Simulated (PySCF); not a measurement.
# BI$_{2}$, SMILES `I[B]I` (charge 0, multiplicity 2)

Method: ωB97X-D3(BJ)/def2-TZVP // PBE0-D3(BJ)/def2-TZVP (PySCF).

The highest occupied spin orbital is -8.18 eV and the dipole moment is 0.58 D. The total energy is -620.4399 Ha. The cost comes out as roughly 90 core-seconds.

Bonds (Å): I1–B2 2.087, B2–I3 2.087. Angles (°): I1–B2–I3 128.2.
Charge 0, spin multiplicity 2.
